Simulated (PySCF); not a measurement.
chlorotrifluoromethane (CClF₃), singlet, at a GFN2-xTB geometry. Base run: HF/STO-3G run with PySCF.

PySCF was given this input:
```python
from pyscf import gto, scf

mol = gto.Mole()
mol.atom = '''
    F    -0.86134566   -0.63254016   -1.02874238
    C    -0.35035604   -0.00774362    0.01889747
    F    -0.84407447    1.21875581    0.05006863
    F    -0.74576507   -0.64039210    1.11088556
    Cl    1.42134135    0.03141469   -0.07666418
'''
mol.basis = 'sto-3g'
mol.verbose = 5
mol.build()

mf = scf.RHF(mol)
mf.kernel()
mo_i, mo_e, stable_i, stable_e = mf.stability(internal=True, external=True, return_status=True, nroots=6, tol=1e-6)
print('internally stable:', stable_i, ' externally stable:', stable_e)
if not stable_e:
    umf = mf.to_uhf() if not hasattr(mf, 'xc') else mf.to_uks()
    umf.scf_summary = {}
    umf.kernel(umf.make_rdm1(mo_e, umf.mo_occ))
mf.analyze()
```

The bond that is stretched is that between atoms 4 and 2. A test that says stable can miss a lower solution.

The base run was repeated with changes; each row names its change, and settings that it needs were set with it.

| change | ΔE vs base (kcal/mol) | <S^2> | E after following the instability (Eh) | <S^2> there | HOMO-LUMO gap (eV) | stability test says | outcome |
|---|---|---|---|---|---|---|---|
| base | 0.000 | 0.000 | - | - | 20.45 | stable | converged |
| bond × 1.25 | 31.17 | 0.000 | -786.05028 | 0.05 | 19.03 | external instability | converged |
| bond × 1.5 | 100.0 | 0.000 | -786.00819 | 0.78 | 13.84 | external instability | converged |
| bond × 1.8 | 171.0 | 0.000 | -785.99925 | 0.96 | 9.35 | external instability | converged |
| bond × 2.2 | - | - | - | - | - | - | not converged |
| bond × 3.0 | - | - | - | - | - | - | not converged |

Where a bond breaks into two radicals, a solution with restricted orbitals usually stops being the lowest and lies too high; an unrestricted one lies lower at the price of spin contamination, which <S^2> shows.
